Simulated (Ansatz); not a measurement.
Molecule: C₂H₉Si₂, charge -1, multiplicity 1. It need not be the lowest isomer of its formula. Whether it binds its extra electron was not tested at this geometry. 
Coordinates optimised at B3LYP-D3(BJ)/def2-TZVP (Ansatz, a first-principles code):
SMILES: C([SiH2-])[SiH2]C
```xyz
13

C     -2.5366    -0.3384     0.8091
Si    -0.9274     0.4630     0.1780
C      0.4020    -0.7415    -0.2480
Si     2.1535     0.1654    -0.6043
H     -2.9489    -1.0202     0.0600
H     -2.3462    -0.9200     1.7154
H     -3.3004     0.4094     1.0428
H     -0.5176     1.4193     1.2484
H     -1.3242     1.2954    -0.9964
H      0.1068    -1.2585    -1.1692
H      0.4856    -1.4986     0.5388
H      2.5108     0.3906     0.8773
H      2.9761    -1.1355    -0.7149
```
Charge -1, spin multiplicity 1.

Parts of the frozen-core correlation energy in 6-31G (Ansatz, hartree). Frozen orbitals: 12; correlated occupied orbitals by spin: 13 and 13; virtual: 37 and 37. Spin-orbit coupling is left out. No relativistic terms.

```csv
term,value
reference (HF),-658.66951
MP2 opposite-spin,-0.24153
MP2 same-spin,-0.05375
CCSD correlation,-0.35179
(T),-0.00776
T1 diagnostic,0.010
largest doubles amplitude,0.037
```
